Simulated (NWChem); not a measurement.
System: CH4Be; SMILES [CH3][BeH]

The following NWChem deck was run.

```
start job
memory heap 200 mb stack 900 mb global 1100 mb
geometry units angstroms noautosym nocenter noautoz
  Be     0.000000     0.000000    -1.060594
  H      0.000000     0.000000    -2.404968
  C      0.000000     0.000000     0.618921
  H      0.723573     0.731248     1.044286
  H      0.271493    -0.992256     1.044286
  H     -0.995066     0.261008     1.044286
end
basis spherical
  Be library 6-31+g*
  H library 6-31+g*
  C library 6-31+g*
end
dft
  xc xwpbe 0.80 cpbe96 1.0 hfexch 1.00
  cam 0.2 cam_alpha 0.2 cam_beta 0.8
  iterations 150
  vectors input atomic output neutral.movecs
end
task dft energy
charge 1
dft
  odft
  mult 2
  vectors input atomic output cation.movecs
end
task dft energy
charge -1
dft
  odft
  mult 2
  vectors input atomic output anion.movecs
end
task dft energy
```

Excerpt of the output:

```
             Northwest Computational Chemistry Package (NWChem) 7.3.0
             --------------------------------------------------------

                             Geometry "geometry" -> ""
                             -------------------------

 Output coordinates in angstroms (scale by  1.889725989 to convert to a.u.)

  No.       Tag          Charge          X              Y              Z
 ---- ---------------- ---------- -------------- -------------- --------------
    1 Be                   4.0000     0.00000000     0.00000000    -1.06059400
    2 H                    1.0000     0.00000000     0.00000000    -2.40496800
    3 C                    6.0000     0.00000000     0.00000000     0.61892100
    4 H                    1.0000     0.72357300     0.73124800     1.04428600
    5 H                    1.0000     0.27149300    -0.99225600     1.04428600
    6 H                    1.0000    -0.99506600     0.26100800     1.04428600

 Effective nuclear repulsion energy (a.u.)      22.7854084498

  pbe96 is a nonlocal functional; adding pw91lda local functional.

                                 NWChem DFT Module
                                 -----------------

 Summary of "ao basis" -> "ao basis" (spherical)
 ------------------------------------------------------------------------------
       Tag                 Description            Shells   Functions and Types
 ---------------- ------------------------------  ------  ---------------------
 Be                         6-31+g*                  8       18   4s3p1d
 H                          6-31+g*                  2        2   2s
 C                          6-31+g*                  8       18   4s3p1d

            General Information
            -------------------
          SCF calculation type: DFT
          Wavefunction type:  closed shell.
          No. of atoms     :     6
          No. of electrons :    14
           Alpha electrons :     7
            Beta electrons :     7
          Charge           :     0
          Spin multiplicity:     1
          Use of symmetry is: off; symmetry adaption is: off
          Maximum number of iterations: 150
          AO basis - number of functions:    44
                     number of shells:    24
          Convergence on energy requested:  1.00D-06
          Convergence on density requested:  1.00D-05
          Convergence on gradient requested:  5.00D-04

              XC Information
              --------------
                     Hartree-Fock (Exact) Exchange  1.000
                     LC-wPBE(h)Exchange Functional  0.800
            Perdew 1991 LDA Correlation Functional  1.000 local
           PerdewBurkeErnz. Correlation Functional  1.000 non-local

           Range-Separation Parameters
           ---------------------------
           Alpha           :  0.20
           Beta            :  0.80
           Gamma           :  0.20
           Short-Range HF  :     F

             Grid Information
             ----------------
          Grid used for XC integration:  medium
          Radial quadrature: Mura-Knowles
          Angular quadrature: Lebedev.
          Tag              B.-S. Rad. Rad. Pts. Rad. Cut. Ang. Pts.
          ---              ---------- --------- --------- ---------
          Be                  1.05       49          12.0       434
          H                   0.35       45          11.0       434
          C                   0.70       49          12.0       434
          Grid pruning is: on
          Number of quadrature shells:   278
          Spatial weights used:  Erf1

      Superposition of Atomic Density Guess
      -------------------------------------

 Sum of atomic energies:         -54.22601808

      Non-variational initial energy
      ------------------------------

 Total energy =     -54.972880
 1-e energy   =    -115.973056
 2-e energy   =      38.214768
 HOMO         =      -0.348546
 LUMO         =       0.012944

   convergence    iter        energy       DeltaE   RMS-Dens  Diis-err
 ---------------- ----- ----------------- --------- --------- ---------
 d= 0,ls=0.0,diis     1    -55.1472992358 -7.79D+01  8.43D-03  1.50D-01
 d= 0,ls=0.0,diis     2    -55.1650669271 -1.78D-02  2.75D-03  2.96D-02
 d= 0,ls=0.0,diis     3    -55.1688403053 -3.77D-03  1.04D-03  4.75D-03
 d= 0,ls=0.0,diis     4    -55.1695089606 -6.69D-04  2.44D-04  1.84D-05
 d= 0,ls=0.0,diis     5    -55.1695176568 -8.70D-06  2.88D-05  2.73D-07
 d= 0,ls=0.0,diis     6    -55.1695177669 -1.10D-07  3.43D-06  9.94D-09

         Total DFT energy =      -55.169517766892
      One electron energy =     -117.915800840580
           Coulomb energy =       49.648796463402
    Exchange-Corr. energy =       -9.687921839499
 Nuclear repulsion energy =       22.785408449785

 Numeric. integr. density =       13.999999919114

                       DFT Final Molecular Orbital Analysis
                       ------------------------------------

 Vector    5  Occ=2.000000D+00  E=-4.667568D-01
              MO Center=  1.5D-01, -1.8D-01,  7.9D-01, r^2= 1.3D+00
   Bfn.  Coefficient  Atom+Function         Bfn.  Coefficient  Atom+Function
  ----- ------------  ---------------      ----- ------------  ---------------
    24      0.427227  3 C  py                41     -0.264395  5 H  s
    28      0.232531  3 C  py                42     -0.202629  5 H  s
    39      0.181307  4 H  s                 40      0.138952  4 H  s
    43      0.083087  6 H  s                 44      0.063677  6 H  s
     4      0.057682  1 Be py                32      0.040546  3 C  py

 Vector    6  Occ=2.000000D+00  E=-4.153611D-01
              MO Center= -1.0D-07, -1.2D-07, -1.4D+00, r^2= 2.3D+00
   Bfn.  Coefficient  Atom+Function         Bfn.  Coefficient  Atom+Function
  ----- ------------  ---------------      ----- ------------  ---------------
     2      0.260344  1 Be s                 20      0.255195  2 H  s
    19      0.243519  2 H  s                 25     -0.228602  3 C  pz
     1     -0.183492  1 Be s                  6      0.178572  1 Be s
    29     -0.158492  3 C  pz                 5     -0.094171  1 Be pz
     9     -0.049406  1 Be pz                39     -0.048807  4 H  s

 Vector    7  Occ=2.000000D+00  E=-3.765530D-01
              MO Center=  4.0D-08,  9.5D-08, -4.7D-01, r^2= 2.5D+00
   Bfn.  Coefficient  Atom+Function         Bfn.  Coefficient  Atom+Function
  ----- ------------  ---------------      ----- ------------  ---------------
    25     -0.398368  3 C  pz                 5      0.373802  1 Be pz
    29     -0.211605  3 C  pz                19     -0.189599  2 H  s
    20     -0.168986  2 H  s                  9      0.106200  1 Be pz
    22      0.072523  3 C  s                 39     -0.069437  4 H  s
    41     -0.069436  5 H  s                 43     -0.069436  6 H  s

 Vector    8  Occ=0.000000D+00  E= 3.010029D-02
              MO Center= -3.4D-06, -1.1D-05,  7.2D-01, r^2= 1.7D+01
   Bfn.  Coefficient  Atom+Function         Bfn.  Coefficient  Atom+Function
  ----- ------------  ---------------      ----- ------------  ---------------
    10      2.131297  1 Be s                 30     -2.094214  3 C  s
    13      0.919683  1 Be pz                 6      0.554377  1 Be s
    26     -0.462917  3 C  s                 33      0.433306  3 C  pz
     9      0.425585  1 Be pz                40      0.164440  4 H  s
    42      0.164439  5 H  s                 44      0.164439  6 H  s

 Vector    9  Occ=0.000000D+00  E= 3.289780D-02
              MO Center=  4.6D-03,  2.5D-03, -1.4D+00, r^2= 1.4D+01
   Bfn.  Coefficient  Atom+Function         Bfn.  Coefficient  Atom+Function
  ----- ------------  ---------------      ----- ------------  ---------------
    11      0.792860  1 Be px                12     -0.580690  1 Be py
    31     -0.220489  3 C  px                 3      0.185165  1 Be px
     7      0.164874  1 Be px                32      0.161486  3 C  py
     4     -0.135615  1 Be py                 8     -0.120753  1 Be py
    44      0.091860  6 H  s                 42     -0.077301  5 H  s

 Vector   10  Occ=0.000000D+00  E= 3.289781D-02
              MO Center= -4.6D-03, -2.5D-03, -1.4D+00, r^2= 1.4D+01
   Bfn.  Coefficient  Atom+Function         Bfn.  Coefficient  Atom+Function
  ----- ------------  ---------------      ----- ------------  ---------------
    12      0.792860  1 Be py                11      0.580691  1 Be px
    32     -0.220489  3 C  py                 4      0.185165  1 Be py
     8      0.164873  1 Be py                31     -0.161486  3 C  px
     3      0.135615  1 Be px                 7      0.120753  1 Be px
    40     -0.097665  4 H  s                 39     -0.062666  4 H  s

     Multipole analysis of the density
     ---------------------------------

     L   x y z        total         alpha         beta         nuclear
     -   - - -        -----         -----         ----         -------
     0   0 0 0     -0.000000     -7.000000     -7.000000     14.000000

     1   1 0 0      0.000000      0.000000      0.000000      0.000000
     1   0 1 0     -0.000000     -0.000000     -0.000000      0.000000
     1   0 0 1      0.216947     -0.079592     -0.079592      0.376131

     2   2 0 0     -9.803021     -7.735905     -7.735905      5.668788
     2   1 1 0     -0.000000     -0.000001     -0.000001      0.000002
     2   1 0 1     -0.000001     -0.000001     -0.000001      0.000000
     2   0 2 0     -9.803022     -7.735902     -7.735902      5.668782
     2   0 1 1     -0.000002     -0.000001     -0.000001      0.000000
     2   0 0 2    -14.086470    -35.349792    -35.349792     56.613113

                                 NWChem DFT Module
                                 -----------------

            General Information
            -------------------
          SCF calculation type: DFT
          Wavefunction type:  spin polarized.
          No. of atoms     :     6
          No. of electrons :    13
           Alpha electrons :     7
            Beta electrons :     6
          Charge           :     1
          Spin multiplicity:     2
          Use of symmetry is: off; symmetry adaption is: off
          Maximum number of iterations: 150
          This is a Direct SCF calculation.
          AO basis - number of functions:    44
                     number of shells:    24
          Convergence on energy requested:  1.00D-06
          Convergence on density requested:  1.00D-05
          Convergence on gradient requested:  5.00D-04

              XC Information
              --------------
                     Hartree-Fock (Exact) Exchange  1.000
                     LC-wPBE(h)Exchange Functional  0.800
            Perdew 1991 LDA Correlation Functional  1.000 local
           PerdewBurkeErnz. Correlation Functional  1.000 non-local

           Range-Separation Parameters
           ---------------------------
           Alpha           :  0.20
           Beta            :  0.80
           Gamma           :  0.20
           Short-Range HF  :     F

             Grid Information
             ----------------
          Grid used for XC integration:  medium
          Radial quadrature: Mura-Knowles
          Angular quadrature: Lebedev.
          Tag              B.-S. Rad. Rad. Pts. Rad. Cut. Ang. Pts.
          ---              ---------- --------- --------- ---------
          Be                  1.05       49          12.0       434
          H                   0.35       45          11.0       434
          C                   0.70       49          12.0       434
          Grid pruning is: on
          Number of quadrature shells:   278
          Spatial weights used:  Erf1

      Superposition of Atomic Density Guess
      -------------------------------------

 Sum of atomic energies:         -54.22601808

 Renormalizing density from      14.00 to     13

      Non-variational initial energy
      ------------------------------

 Total energy =     -51.953369
 1-e energy   =    -107.689266
 2-e energy   =      32.950489
 HOMO         =      -0.673681
 LUMO         =      -0.215815

   convergence    iter        energy       DeltaE   RMS-Dens  Diis-err
 ---------------- ----- ----------------- --------- --------- ---------
 d= 0,ls=0.0,diis     1    -54.5864580305 -7.74D+01  1.12D-02  3.20D-01
                                                     1.20D-02  2.82D-01
 d= 0,ls=0.0,diis     2    -54.6174511523 -3.10D-02  6.04D-03  2.65D-01
                                                     5.79D-03  2.02D-01
 d= 0,ls=0.0,diis     3    -54.7624026446 -1.45D-01  9.32D-04  6.92D-04
                                                     8.41D-04  7.25D-04
 d= 0,ls=0.0,diis     4    -54.7638983020 -1.50D-03  5.00D-04  1.90D-04
                                                     5.52D-04  9.84D-05
 d= 0,ls=0.0,diis     5    -54.7643245684 -4.26D-04  2.78D-04  6.15D-05
                                                     2.95D-04  2.03D-05
  Resetting Diis
 d= 0,ls=0.0,diis     6    -54.7644499221 -1.25D-04  1.91D-04  1.22D-05
                                                     2.14D-04  4.67D-06
 d= 0,ls=0.0,diis     7    -54.7644925913 -4.27D-05  3.54D-05  1.84D-06
                                                     3.70D-05  1.13D-06
 d= 0,ls=0.0,diis     8    -54.7644960240 -3.43D-06  2.25D-05  5.68D-07
                                                     3.17D-05  5.00D-07
 d= 0,ls=0.0,diis     9    -54.7644979422 -1.92D-06  4.57D-05  6.53D-07
                                                     4.94D-05  3.17D-07
 d= 0,ls=0.0,diis    10    -54.7644999156 -1.97D-06  1.29D-05  4.44D-08
                                                     1.50D-05  2.97D-08
 d= 0,ls=0.0,diis    11    -54.7645001257 -2.10D-07  8.94D-06  1.42D-08
                                                     1.06D-05  7.11D-09
 d= 0,ls=0.0,diis    12    -54.7645001746 -4.89D-08  6.60D-07  8.51D-11
                                                     4.68D-07  3.76D-11

         Total DFT energy =      -54.764500174641
      One electron energy =     -113.651035700848
           Coulomb energy =       45.467487010421
    Exchange-Corr. energy =       -9.366359933999
 Nuclear repulsion energy =       22.785408449785

 Numeric. integr. density =       12.999999668922

                    DFT Final Alpha Molecular Orbital Analysis
                    ------------------------------------------

 Vector    5  Occ=1.000000D+00  E=-7.542652D-01
              MO Center= -3.3D-02, -2.0D-01,  7.6D-01, r^2= 1.2D+00
   Bfn.  Coefficient  Atom+Function         Bfn.  Coefficient  Atom+Function
  ----- ------------  ---------------      ----- ------------  ---------------
    24      0.419118  3 C  py                41     -0.260826  5 H  s
    28      0.231499  3 C  py                23     -0.218325  3 C  px
    43      0.179306  6 H  s                 42     -0.142409  5 H  s
    27     -0.120592  3 C  px                44      0.097900  6 H  s
    39      0.081520  4 H  s                  4      0.061811  1 Be py

 Vector    6  Occ=1.000000D+00  E=-7.391626D-01
              MO Center= -2.8D-07,  1.6D-07,  1.1D-01, r^2= 1.7D+00
   Bfn.  Coefficient  Atom+Function         Bfn.  Coefficient  Atom+Function
  ----- ------------  ---------------      ----- ------------  ---------------
    25      0.473002  3 C  pz                 2     -0.292031  1 Be s
    29      0.231369  3 C  pz                 5     -0.169664  1 Be pz
     1      0.152753  1 Be s                 20     -0.106884  2 H  s
    19     -0.096648  2 H  s                  6     -0.092775  1 Be s
    39      0.091528  4 H  s                 41      0.091527  5 H  s

[...]
```

Level: LRC-wPBEh/6-31+G* (spherical d), vertical spin-unrestricted ions. Geometry: optimised at PBE-D3(BJ)/def2-SVP.
